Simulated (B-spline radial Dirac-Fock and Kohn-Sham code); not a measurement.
## Cross section and asymmetry of the 5p1/2 subshell of Tb⁴⁺

System: the Tb⁴⁺ ion in the configuration [Xe] 4f7. The computed 5p1/2 threshold is 78.03 eV; without correlation, outer thresholds are uncertain by 1 to 2 eV. With an open shell the threshold is an average over the terms of the final ion.

Calculated with a radial B-spline solver, using independent-particle photoionisation in a Dirac-Hartree-Slater potential with a Latter tail, all multipoles, thresholds from Dirac-Fock ΔSCF. Interchannel coupling and autoionising resonances are not included, so magnitudes near threshold are approximate.

| kinetic energy (eV) | σ (Mb) | β |
| --- | --- | --- |
| 1.5 | 0.375 | 1.54 |
| 1.9 | 0.369 | 1.52 |
| 2.3 | 0.361 | 1.49 |
| 2.9 | 0.352 | 1.46 |
| 3.7 | 0.342 | 1.42 |
| 4.6 | 0.329 | 1.37 |
| 5.7 | 0.313 | 1.31 |
| 7.2 | 0.296 | 1.24 |
| 9.0 | 0.276 | 1.16 |
| 11.2 | 0.253 | 1.06 |
| 14.0 | 0.228 | 0.95 |
| 17.5 | 0.204 | 0.81 |
| 21.9 | 0.179 | 0.65 |
| 27.4 | 0.153 | 0.46 |
| 34.2 | 0.129 | 0.27 |
| 42.8 | 0.107 | 0.08 |
| 53.5 | 0.0894 | -0.05 |
| 66.9 | 0.0747 | -0.11 |
| 83.7 | 0.0629 | -0.06 |
| 104.7 | 0.0534 | 0.08 |
| 130.9 | 0.0454 | 0.28 |
| 163.6 | 0.0386 | 0.49 |
| 204.6 | 0.0326 | 0.71 |
| 255.8 | 0.0274 | 0.92 |
| 319.9 | 0.0231 | 1.12 |
| 400.0 | 0.0195 | 1.29 |

The cross section shows no minimum in this range. It is largest at the lowest energy, 0.375 Mb. β ranges from -0.11 (at 66.9 eV) to 1.54.
